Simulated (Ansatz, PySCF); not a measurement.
C₃H₁₁ClSi₂, SMILES C[Si](C)(Cl)C[SiH3]. Atoms are numbered in the order given.

```xyz
17

C     -1.3840    -1.5784     0.7272
Si    -0.7566     0.0669     0.1026
C     -2.1187     1.3436     0.0285
Cl    -0.0720    -0.2297    -1.8554
C      0.7002     0.6651     1.1170
Si     2.3155    -0.2777     0.8803
H     -2.2024    -1.9478     0.0908
H     -0.5832    -2.3329     0.7265
H     -1.7657    -1.4803     1.7564
H     -1.7486     2.2876    -0.3994
H     -2.5052     1.5513     1.0394
H     -2.9547     0.9900    -0.5941
H      0.8879     1.7290     0.8919
H      0.4112     0.6111     2.1821
H      2.9491     0.0710    -0.4240
H      2.0741    -1.7534     0.9227
H      3.2735     0.0622     1.9787
```
Charge 0, spin multiplicity 1.

Geometry: PBE0-D3(BJ)/def2-SVP. The structure was generated by enumeration, and PubChem lists no compound with its InChIKey, so it may never have been made. One conformer was computed; it need not be the lowest.

Two levels are set side by side: PBE-D3(BJ)/def2-SVP (Ansatz, a quantum-chemistry and plane-wave program) and PBE0-D3(BJ)/def2-SVP (Ansatz). Each level has its own optimised geometry; the coordinates shown are those of the second. Frequencies come from the Hessian of PySCF at each geometry. Differences are taken from unrounded values.

| quantity | PBE0-D3(BJ) | PBE-D3(BJ) | PBE-D3(BJ) minus PBE0-D3(BJ) |
|---|---|---|---|
| mean bond length (Å) | 1.431 | 1.440 | 0.010 |
| bond C1–Si2 (Å) | 1.868 | 1.880 | 0.012 |
| bond Si2–C3 (Å) | 1.868 | 1.880 | 0.012 |
| bond Si2–Cl4 (Å) | 2.095 | 2.109 | 0.014 |
| bond Si2–C5 (Å) | 1.873 | 1.886 | 0.013 |
| bond C5–Si6 (Å) | 1.885 | 1.897 | 0.012 |
| bond C1–H7 (Å) | 1.101 | 1.108 | 0.008 |
| bond C1–H8 (Å) | 1.100 | 1.108 | 0.008 |
| bond C1–H9 (Å) | 1.102 | 1.110 | 0.008 |
| bond C3–H10 (Å) | 1.101 | 1.108 | 0.008 |
| bond C3–H11 (Å) | 1.102 | 1.110 | 0.008 |
| bond C3–H12 (Å) | 1.101 | 1.109 | 0.008 |
| bond C5–H13 (Å) | 1.104 | 1.111 | 0.008 |
| bond C5–H14 (Å) | 1.105 | 1.113 | 0.008 |
| bond Si6–H15 (Å) | 1.491 | 1.501 | 0.010 |
| bond Si6–H16 (Å) | 1.496 | 1.506 | 0.010 |
| bond Si6–H17 (Å) | 1.497 | 1.507 | 0.010 |
| highest harmonic wavenumber (cm⁻¹) | 3173 | 3086 | -87 |
| mean harmonic wavenumber (cm⁻¹) | 1250 | 1212 | -38 |
| zero-point energy (kcal/mol) | 80.38 | 77.94 | -2.44 |

Exact exchange shortens and stiffens bonds; PBE has none. Differences between two approximate levels are no errors against the true value.
